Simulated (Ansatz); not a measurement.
`O[SiH2]O[SiH2]F` + `N[Si](O)(Cl)Cl` → `O[SiH2]N[Si](O)(Cl)Cl` + `O[SiH2]F`  (ligand exchange at the Si–O bond)

Program: Ansatz. Geometries: PBE0-D4/def2-TZVP. ΔE: electronic, gas phase. CBS: MP2 limit from def2 TZ/QZ plus the TZ coupled-cluster correction, frozen cores. This one scheme is used for every species. DFT in def2-TZVPP. B3LYP here is the variant with VWN-RPA as its local correlation; programs differ in this. One conformer a species, not always the lowest.

Q: Is it downhill or uphill in electronic energy at CCSD(T)/CBS, and by how much? (An estimate is asked.)

A: Ansatz gave: Uphill: ΔE = +49.5 kJ/mol.

Q: What do these levels give: PBE-D4, r2SCAN-D4, PBE0-D4, ωB97M-V, B2PLYP, PBE, r2SCAN, PBE0, B3LYP, MP2/def2-TZVPP, CCSD/def2-TZVPP, MP2/CBS(def2)? (Estimate.)

A: Ansatz gave: PBE-D4 41.0, r2SCAN-D4 48.3, PBE0-D4 44.4, ωB97M-V 47.6, B2PLYP 53.9, PBE 45.9, r2SCAN 49.9, PBE0 48.8, B3LYP 56.8, MP2/def2-TZVPP 47.8, CCSD/def2-TZVPP 52.2, MP2/CBS(def2) 48.8 kJ/mol.

Largest T1 diagnostic among the species: 0.012.

The D4 term adds −7.7 kJ/mol with B3LYP and −4.4 kJ/mol with PBE0; it sums over pairs of atoms, weighted by their polarisabilities, and B3LYP, whose exchange is more repulsive, gets the larger term. In def2-TZVPP, CCSD(T) changes the Hartree–Fock value by −21.4 kJ/mol (the triples alone add −3.6 kJ/mol) and MP2 by −22.1 kJ/mol.
